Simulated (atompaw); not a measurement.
## What one change does to a pseudopotential (S, PAW (atompaw))

* Element: sulfur (S)
* Generator: atompaw 4.2.0.5
* Type: PAW
* Functional: PBE
* Relativity: scalar-relativistic
* Frozen core: [Ne]
* Valence charge: 6
* Reference configuration: 3s2 3p3 (charge +1)
* Partial waves: 3s (bound): rc 1.85 bohr; 3s channel at -0.95 Ry: rc 1.35 bohr; 3p (bound): rc 1.85 bohr; 3p channel at -0.9 Ry: rc 1.85 bohr
* Local potential: bessel scheme, radius 1.40 bohr
* Core correction: smooth core density matched at 1.05 bohr
* Augmentation charge: gaussian compensation charge, radius 1.40 bohr; PAW radius 1.85 bohr; waves and projectors: custom rrkj vanderbiltortho

All-electron outer shells of the reference configuration (PBE, scalar-relativistic, ld1.x):

| shell | level (eV) | outermost node (bohr) | outermost maximum (bohr) |
| --- | --- | --- | --- |
| 3s | -27.63 | 0.60 | 1.39 |
| 3p | -16.80 | 0.58 | 1.55 |

Change: wave 3s (bound): rc 1.85 bohr becomes 3s (bound): rc 1.22 bohr.

Cutoffs: the cutoffs (Ry, on a coarse ladder) from which the occupation-weighted sum of valence levels, in a spherical-Bessel basis at the reference potential, stays within 10 and 1 mRy of its value at 400 Ry; they do not see the model core or the augmentation charge, which bear on the density cutoff.

What does the change do?

The potential gets harder (18 Ry and 25 Ry → 21 Ry and 45 Ry); neither file shows a bound ghost.

| quantity | base | changed |
| --- | --- | --- |
| cutoff, loose | 18 Ry | 21 Ry |
| cutoff, tight | 25 Ry | 45 Ry |
| loose cutoff by channel (10 mRy a level) | s 8 Ry, p 15 Ry | s 18 Ry, p 15 Ry |
| bound ghosts | none | none |
| s: phases at 1.85 bohr within 0.05 rad from the reference energy up to (Ry; the scan ends near 5) | to the end of the scan | 4.1 |
| p: phases at 1.85 bohr within 0.05 rad from the reference energy up to (Ry; the scan ends near 5) | to the end of the scan | to the end of the scan |
| lowest overlap eigenvalue by channel | s 0.10, p 0.86 | s 0.05, p 0.86 |

 The cutoffs see the waves, projectors and local potential, not the compensation charge or the core.
